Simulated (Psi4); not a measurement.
Psi4 input (wB97X-D/6-31G*):

```
memory 1500 MB

molecule {
0 2
C     1.76495300   -0.52704400   -0.61874300
O     0.47741300   -0.82792800   -0.31279300
B    -0.43253100    0.09357200    0.13690400
O    -0.02789500    1.39295500    0.31667100
O    -1.69005000   -0.39492300    0.36924800
H     2.38187300   -1.37128500   -0.87708900
H     2.14537900    0.45868800   -0.40013800
H    -0.69508700    2.00523400    0.63405700
H    -2.33498100    0.24093100    0.68609400
symmetry c1
no_reorient
no_com
}

set {
  basis 6-31G*
  reference uks
  scf_type pk
  dft_radial_points 99
  dft_spherical_points 590
  e_convergence 1e-8
  d_convergence 1e-7
  maxiter 150
}

e = energy('wb97x-d')
print_out(f'\nFINAL {e:.10f} DIPOLE {variable("CURRENT DIPOLE")[0]:.6f} {variable("CURRENT DIPOLE")[1]:.6f} {variable("CURRENT DIPOLE")[2]:.6f}\n')
```

From the output:

```
      32A      0.634612    33A      0.653172    34A      0.705887
      35A      0.714510    36A      0.758772    37A      0.850890
      38A      0.914662    39A      0.955622    40A      0.980404
      41A      0.995211    42A      1.002931    43A      1.055065
      44A      1.061525    45A      1.124553    46A      1.163401
      47A      1.188336    48A      1.260968    49A      1.291218
      50A      1.297631    51A      1.346777    52A      1.498207
      53A      1.549671    54A      1.604614    55A      1.636094
      56A      1.647090    57A      1.683678    58A      1.739219
      59A      1.784959    60A      1.826042    61A      1.830659
      62A      1.846812    63A      1.952541    64A      2.144384
      65A      2.176833    66A      2.264821    67A      2.302530
      68A      2.337606    69A      2.476702    70A      2.497963
      71A      2.516342    72A      2.635330    73A      2.643451
      74A      2.733888    75A      2.839989    76A      2.991488
      77A      3.058980    78A      3.193186    79A      3.707530
      80A      3.905773    81A      4.109974    82A      4.181781
      83A      4.339362

    Final Occupation by Irrep:
              A
    DOCC [    19 ]
    SOCC [     1 ]
    NA   [    20 ]
    NB   [    19 ]

  @UKS Final Energy:  -291.01024332563583

   => Energetics <=

    Nuclear Repulsion Energy =            167.1735988900065024
    One-Electron Energy =                -729.9403859792288358
    Two-Electron Energy =                 297.3709286671169139
    DFT Exchange-Correlation Energy =     -25.6122168037487405
    Empirical Dispersion Energy =          -0.0021680997816087
    VV10 Nonlocal Energy =                  0.0000000000000000
    Total Energy =                       -291.0102433256358267

  UHF NO Occupations:
  HONO-2 :   18  A 1.9996531
  HONO-1 :   19  A 1.9988568
  HONO-0 :   20  A 1.0000000
  LUNO+0 :   21  A 0.0011432
  LUNO+1 :   22  A 0.0003469
  LUNO+2 :   23  A 0.0002911
  LUNO+3 :   24  A 0.0001494

Computation Completed

Properties will be evaluated at   0.000000,   0.000000,   0.000000 [a0]

Properties computed using the SCF density matrix

 Multipole Moments:

 ------------------------------------------------------------------------------------
     Multipole            Electronic (a.u.)      Nuclear  (a.u.)        Total (a.u.)
 ------------------------------------------------------------------------------------

 L = 1.  Multiply by 2.5417464519 to convert [e a0] to [Debye]
 Dipole X            :         -0.5984924           -0.0000170           -0.5985094
 Dipole Y            :          1.0668037           -0.0000076            1.0667962
 Dipole Z            :          0.4677256           -0.0000113            0.4677143
 Magnitude           :                                                    1.3095894

 ------------------------------------------------------------------------------------

FINAL -291.0102433256 DIPOLE -0.598509 1.066796 0.467714

*** Psi4 exiting successfully. Buy a developer a beer!
```

The geometry given is a B3LYP-D3(BJ)/def2-TZVP minimum.
